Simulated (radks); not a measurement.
Task: The tantalum ion Ta+, configuration [Xe] 4f14 5d3 6s1 (the NIST ground configuration). Calculated with a radial shooting solver on a logarithmic mesh with Libxc functionals: scalar-relativistic Kohn-Sham, LDA (Slater exchange, VWN5 correlation), spin-polarised, spherical densities, point nucleus; open shells are filled with parallel spins first (spin-orbit coupling, left out, can overturn this in heavy ions); hard spherical wall at 3 bohr. Some entries of the table are withheld. Estimate them.

| orbital | occ. | eigenvalue (Ry) | <1/r> (bohr^-1) |
|---|---|---|---|
| 1s up | 1 | -4946.991 | 85.40 |
| 1s down | 1 | -4946.986 | 85.40 |
| 2s up | 1 | -849.5935 | 19.95 |
| 2s down | 1 | -849.5785 | 19.95 |
| 2p up | 3 | -744.7311 | 18.14 |
| 2p down | 3 | -744.7182 | 18.14 |
| 3s up | 1 | -194.2142 | 7.382 |
| 3s down | 1 | -194.2068 | 7.382 |
| 3p up | 3 | -163.0317 | 6.832 |
| 3p down | 3 | -163.0239 | 6.832 |
| 3d up | 5 | -126.5848 | 6.461 |
| 3d down | 5 | -126.5738 | 6.461 |
| 4s up | 1 | -39.16943 | 3.136 |
| 4s down | 1 | -39.15376 | 3.136 |
| 4p up | 3 | -28.93672 | 2.851 |
| 4p down | 3 | -28.92035 | 2.851 |
| 4d up | 5 | -15.84209 | 2.531 |
| 4d down | 5 | -15.82182 | 2.532 |
| 5s up | 1 | -5.05815 | 1.198 |
| 5s down | 1 | -4.93074 | 1.207 |
| 5p up | 3 | -2.64012 | 1.005 |
| 5p down | 3 | -2.47865 | 1.016 |
| 4f up | 7 | -1.38652 | 1.988 |
| 4f down | 7 | -1.34604 | 2.000 |
| 5d up | 3 | 0.20345 | 0.7717 |
| 5d down | 0 | 0.40975 | 0.7791 |
| 6s up | 1 | 1.10990 | (1) |
| 6s down | 0 | 1.32414 | (2) |
| 6p up | 0 | 2.43108 | 0.7554 |
| 6p down | 0 | 2.63011 | 0.7501 |
| 5f up | 0 | 2.94721 | 0.6968 |
| 5f down | 0 | 3.17031 | 0.6917 |
| 7s up | 0 | 8.14995 | 0.8467 |
| 7s down | 0 | 8.31992 | 0.8461 |

Result: 
(1) 6s up <1/r> (bohr^-1): 0.7218
(2) 6s down <1/r> (bohr^-1): 0.7183
